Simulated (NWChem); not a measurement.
GaN₃H₆; SMILES [Ga]([NH2])([NH2])[NH2]

Computed with NWChem. Structure relaxed at the PBE0/def2-SVP level. Gas phase, vertical. One conformer.

B3LYP/def2-SVPD, TDA puts singlet state 3 at 6.14 eV with oscillator strength 0.149.

**Question.** Give the wavelength, the transition dipole and the radiative lifetime of that state in vacuum.

**Answer.** 
1. λ = 1239.84/6.14 = 202 nm, or 49520 cm⁻¹.
2. f = (2/3) ΔE μ² in atomic units, so μ = √(1.5 f/ΔE) = 1.00 a.u. = 2.53 D.
3. τ = 1.499 s cm⁻² / (f ν²) = 4.1 ns, for a non-degenerate state that emits at the vertical energy; a higher state like this one mostly decays faster by other paths.
